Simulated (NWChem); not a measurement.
System: C2H2Cl2OSi; SMILES Cl[Si](C#C)(Cl)O

Here is an NWChem input.

```
start job
memory heap 200 mb stack 900 mb global 1100 mb
geometry units angstroms
  C      2.814035    -1.087596     0.121501
  C      1.717742    -0.630143    -0.056242
  Si     0.022135     0.062604    -0.272414
  O     -0.043953     0.492490    -1.830102
  Cl    -1.373199    -1.339771     0.146918
  Cl    -0.244208     1.667064     0.929251
  H      3.777312    -1.486074     0.262588
  H     -0.806754     0.882112    -2.252261
end
basis spherical
  * library def2-svp
end
dft
  xc pbe0
  iterations 150
end
driver
  maxiter 120
end
task dft optimize
task dft freq
```

Output (shortened):

```
             Northwest Computational Chemistry Package (NWChem) 7.3.0
             --------------------------------------------------------

 C1  symmetry detected

                             Geometry "geometry" -> ""
                             -------------------------

 Output coordinates in angstroms (scale by  1.889725989 to convert to a.u.)

  No.       Tag          Charge          X              Y              Z
 ---- ---------------- ---------- -------------- -------------- --------------
    1 C                    6.0000    -0.00272245    -2.92957211     0.56107703
    2 C                    6.0000    -0.00183488    -1.77910957     0.21589692
    3 Si                  14.0000     0.00000973     0.00347391    -0.25749992
    4 O                    8.0000    -0.00056482    -0.00718623    -1.87473445
    5 Cl                  17.0000    -1.65163508     0.92624802     0.45664945
    6 Cl                  17.0000     1.65407312     0.92236616     0.45590082
    7 H                    1.0000    -0.00392089    -3.94137006     0.84892476
    8 H                    1.0000    -0.00579962     0.77587427    -2.42124861

 Effective nuclear repulsion energy (a.u.)     410.8816260002

                                Z-matrix (autoz)
                                --------

 Units are Angstrom for bonds and degrees for angles

[...]

      ----------------------
      Optimization converged
      ----------------------

  Step       Energy      Delta E   Gmax     Grms     Xrms     Xmax
  ---- ---------------- -------- -------- -------- -------- --------
@   10   -1361.53057300 -3.3D-08  0.00002  0.00001  0.00014  0.00029
                                     ok       ok       ok       ok

                                Z-matrix (autoz)
                                --------

 Units are Angstrom for bonds and degrees for angles

[...]

 Rotational Constants
 --------------------
 A=   0.060342 cm-1  (  0.086816 K)
 B=   0.055425 cm-1  (  0.079743 K)
 C=   0.041394 cm-1  (  0.059556 K)

 Temperature                      =   298.15K
 frequency scaling parameter      =   1.0000

 Zero-Point correction to Energy  =   23.640 kcal/mol  (  0.037672 au)
 Thermal correction to Energy     =   28.547 kcal/mol  (  0.045492 au)
 Thermal correction to Enthalpy   =   29.139 kcal/mol  (  0.046436 au)

 Total Entropy                    =   88.104 cal/mol-K
   - Translational                =   40.701 cal/mol-K (mol. weight = 139.9252)
   - Rotational                   =   28.833 cal/mol-K (symmetry #  =        1)
   - Vibrational                  =   18.570 cal/mol-K

 Cv (constant volume heat capacity) =   25.699 cal/mol-K
   - Translational                  =    2.979 cal/mol-K
   - Rotational                     =    2.979 cal/mol-K
   - Vibrational                    =   19.740 cal/mol-K

[normal modes left out]

 ----------------------------------------------------------------------------
 Normal Eigenvalue ||           Projected Infra Red Intensities
  Mode   [cm**-1]  || [atomic units] [(debye/angs)**2] [(KM/mol)] [arbitrary]
 ------ ---------- || -------------- ----------------- ---------- -----------
    1       -0.000 ||    0.000012           0.000         0.012       0.002
    2       -0.000 ||    0.000051           0.001         0.050       0.009
    3       -0.000 ||    0.000001           0.000         0.001       0.000
    4       -0.000 ||    0.000025           0.001         0.024       0.004
    5       -0.000 ||    0.000047           0.001         0.045       0.008
    6        0.000 ||    0.000079           0.002         0.077       0.013
    7      103.838 ||    0.000441           0.010         0.430       0.073
    8      124.498 ||    0.003205           0.074         3.124       0.533
    9      179.619 ||    0.059842           1.381        58.337       9.955
   10      185.778 ||    0.000791           0.018         0.771       0.132
   11      266.090 ||    0.034096           0.787        33.238       5.672
   12      288.733 ||    0.065546           1.512        63.898      10.904
   13      353.725 ||    0.021878           0.505        21.327       3.639
   14      363.999 ||    0.012871           0.297        12.548       2.141
   15      489.653 ||    0.026698           0.616        26.026       4.441
   16      623.491 ||    0.268199           6.188       261.454      44.614
   17      688.646 ||    0.162581           3.751       158.492      27.045
   18      755.911 ||    0.033086           0.763        32.254       5.504
   19      761.559 ||    0.023319           0.538        22.733       3.879
   20      814.329 ||    0.312675           7.214       304.811      52.013
   21      960.993 ||    0.117068           2.701       114.124      19.474
   22     2183.357 ||    0.082605           1.906        80.527      13.741
   23     3473.466 ||    0.055750           1.286        54.348       9.274
   24     3926.287 ||    0.161891           3.735       157.819      26.930
 ----------------------------------------------------------------------------
```

Level: PBE0/def2-SVP.
